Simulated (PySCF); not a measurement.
## Dy (dysprosium, neutral) across methods

[Xe] 4f11 6s1, one real determinant (an excited configuration). Computed with PySCF 2.14 in x2c-TZVPPall (11s7p7d4f2g, 113 functions), with scalar relativity by spin-free X2C-1e.

```csv
method,E (hartree),mean ε 6s α (eV),mean ε 4f α (eV),mean ε 4f β (eV),Σ⟨r²⟩ (bohr²),⟨S²⟩
LDA,-12147.95,-2.800,3.684,5.526,67.40,6.006
r2SCAN,-12156.67,-2.778,3.689,5.387,69.99,6.063
UHF,-12151.93989,-4.063,-5.432,-2.180,72.24,6.012
PBE,-12156.47,-2.627,3.919,5.585,68.29,6.009
```

(1) Estimate the same row for PBE0.

⟨L²⟩ = 33.96 against 42 for a pure I term, so this real determinant mixes terms. Spin-orbit coupling, absent here, splits the open shell strongly.

The highest occupied level is positive at LDA, r2SCAN, PBE0, PBE: only the finite basis holds that electron, which in a density functional comes from self-interaction.

Results:

(1) E (hartree) = -12156.27; mean ε 6s α (eV) = -3.074; mean ε 4f α (eV) = 1.495; mean ε 4f β (eV) = 3.478; Σ⟨r²⟩ (bohr²) = 68.91; ⟨S²⟩ = 6.003.
